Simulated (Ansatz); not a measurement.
The cluster Mg₇⁺. The state is a doublet with charge 1. Geometry PBE0/def2-SVP.

| atom | x (Å) | y (Å) | z (Å) |
| --- | --- | --- | --- |
| Mg1 | -0.5380 | 2.1273 | -1.8834 |
| Mg2 | -0.2923 | -1.8507 | 2.3878 |
| Mg3 | -1.0326 | -0.9439 | -0.5932 |
| Mg4 | 0.5940 | 0.9226 | 1.0559 |
| Mg5 | -2.4653 | 1.7013 | 0.4916 |
| Mg6 | 2.0123 | -2.0462 | 0.3430 |
| Mg7 | 1.7217 | 0.0896 | -1.8016 |

At r2SCAN0/def2-TZVP the charge 1 doublet is spin-contaminated (final ⟨S²⟩ up to 0.88, 0.75 for a pure state). The structure comes from a short search, and lower isomers may exist.

Q: Estimate the α-spin orbital energies around the gap (eV) in Ansatz with HF/STO-3G, LDA (SPW92)/def2-TZVP, PBE/def2-SVP, PBE0/def2-SVP, r2SCAN0/def2-TZVP.

A: 
```
orbital  HF/STO-3G  LDA (SPW92)/def2-TZVP  PBE/def2-SVP  PBE0/def2-SVP  r2SCAN0/def2-TZVP
 HOMO−9     -56.25                 -50.45        -50.68         -54.75             -55.45
 HOMO−8     -56.25                 -50.41        -50.65         -54.72             -55.42
 HOMO−7     -56.24                 -50.41        -50.65         -54.72             -55.42
 HOMO−6     -10.51                 -11.72        -11.65         -12.86             -13.03
 HOMO−5      -7.39                  -9.97         -9.88         -10.78             -10.90
 HOMO−4      -7.23                  -9.53         -9.43         -10.28             -10.37
 HOMO−3      -4.45                  -8.46         -8.35          -8.88              -8.92
 HOMO−2      -4.41                  -7.89         -7.76          -8.27              -8.31
 HOMO−1      -3.98                  -7.87         -7.74          -8.23              -8.26
   HOMO      -3.62                  -7.20         -7.15          -7.63              -7.81
   LUMO       6.87                  -6.30         -6.24          -5.72              -5.71
 LUMO+1       6.97                  -6.02         -5.96          -5.42              -5.39
 LUMO+2       7.46                  -5.93         -5.86          -5.36              -5.33
 LUMO+3       8.28                  -5.86         -5.77          -5.25              -5.19
 LUMO+4       8.30                  -5.73         -5.66          -5.20              -5.15
 LUMO+5       8.79                  -5.69         -5.65          -5.10              -5.04
 β HOMO      -3.35                  -7.76         -7.63          -8.12              -8.16
 β LUMO       2.62                  -6.81         -6.59          -6.00              -5.74
```
